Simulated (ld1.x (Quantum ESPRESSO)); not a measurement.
platinum (Pt), RRKJ: configuration errors across variants

- Element: platinum
- Generator: ld1.x (Quantum ESPRESSO) 7.5
- Type: norm-conserving RRKJ (Kleinman–Bylander form)
- Functional: LDA (PZ)
- Relativity: scalar-relativistic
- Frozen core: [Kr] 4d10 4f14 5s2
- Valence charge: 16
- Reference configuration: 5p6 5d8 6s0 6p0 (charge +2)
- Partial waves: 5p (bound): rc 1.70 bohr; 5d (bound): rc 1.75 bohr; 6s (bound, empty): rc 2.25 bohr
- Local potential: the s channel
- Core correction: none

All-electron excitation energies from the reference (eV): (1) 5p6 5d9 6s1 6p0 -29.804; (2) 5p6 5d9 6s0 6p0 -20.259; (3) 5p6 5d7 6s0 6p0 32.512; (4) 5p6 5d8 6s1 6p0 -18.387; (5) 5p6 5d9.5 6s0.5 6p0 -29.890; (6) 5p5 5d9 6s1 6p0 32.635; (7) 5p6 5d6 6s0 6p0 78.460; (8) 5p6 5d8 6s0 6p0 spin -0.564; (9) 5p6 5d9 6s1 6p0 spin -30.183.

Spin tests fill each open shell by Hund’s rule, majority spin first.

The overlap operator is not positive definite (basis up to 400 Ry) in “type ultrasoft; waves now 6s (bound): rcut 1.95, rcutus 2.25 bohr; 6s channel at 0.25 Ry: rcut 1.95, rcutus 2.25 bohr; 5p (bound): rcut 1.50, rcutus 1.70 bohr; 6p (bound): rcut 1.50, rcutus 1.70 bohr; 5d (bound): rcut 1.50, rcutus 1.75 bohr; 5d channel at -1.1 Ry: rcut 1.50, rcutus 1.75 bohr; local potential all-electron potential smoothed inside 1.40 bohr (lloc = -1); augmentation PSQ, radius 1.50 bohr”. Such files are unfit for use, however small their errors in these radial tests.

3 further variants failed, have other tests or another functional or relativity, and are left out.

A true bound ghost makes a file unfit for plane-wave use even where its test errors are small: the radial tests pick states by their node count and pass the ghost by.

Errors AE − PS in meV (a dash: test not solved or not reliable):

```csv
change,(1),(2),(3),(4),(5),(6),(7),(8),(9),bound ghosts
base,-20,-37,-61,-1.6,-58,-262,-251,+96,+8.6,none
wave 6s (bound): rc 2.25 bohr becomes 6s (bound): rc 3.42 bohr,-18,-24,-61,-8.7,-29,-188,-269,+96,+5.2,none
wave 5d (bound): rc 1.75 bohr becomes 5d (bound): rc 1.26 bohr,-20,-37,-62,-1.5,-58,-263,-257,+100,+9.6,none
core correction a·sin(br)/r model core inside 0.78 bohr,-25,-40,-68,-3.4,-64,-306,-287,+11,-15,none
"all radii scaled by about 0.74 (s 1.68, p 1.26, d 1.30 bohr)",+16,-21,-43,+16,-17,-92,-183,+93,+43,none
"type ultrasoft; waves now 6s (bound): rcut 1.95, rcutus 2.25 bohr; 6s channel at 0.25 Ry: rcut 1.95, rcutus 2.25 bohr; 5p (bound): rcut 1.50, rcutus 1.70 bohr; 6p (bound): rcut 1.50, rcutus 1.70 bohr; 5d (bound): rcut 1.50, rcutus 1.75 bohr; 5d channel at -1.1 Ry: rcut 1.50, rcutus 1.75 bohr; local potential all-electron potential smoothed inside 1.40 bohr (lloc = -1); augmentation PSQ, radius 1.50 bohr",+8.6,+3.9,-5.6,+5.6,+7.9,-35,-11,–,–,"s (p not tested, overlap not positive)"
wave 5p (bound): rc 1.70 bohr becomes 5p (bound): rc 1.32 bohr,-20,-38,-63,-1.6,-59,-182,-260,+90,+7.4,none
wave 6s (bound): rc 2.25 bohr becomes 6s (bound): rc 1.56 bohr,+49,-16,-35,+21,+10,-92,-144,+96,+77,s (extra level of the local part)
```

Task: Give the same row for: wave 5p (bound): rc 1.70 bohr becomes 5p (bound): rc 1.92 bohr.

Result: -20, -37, -61, -1.5, -58, -292, -248, +98, +9.1; bound ghosts: none.
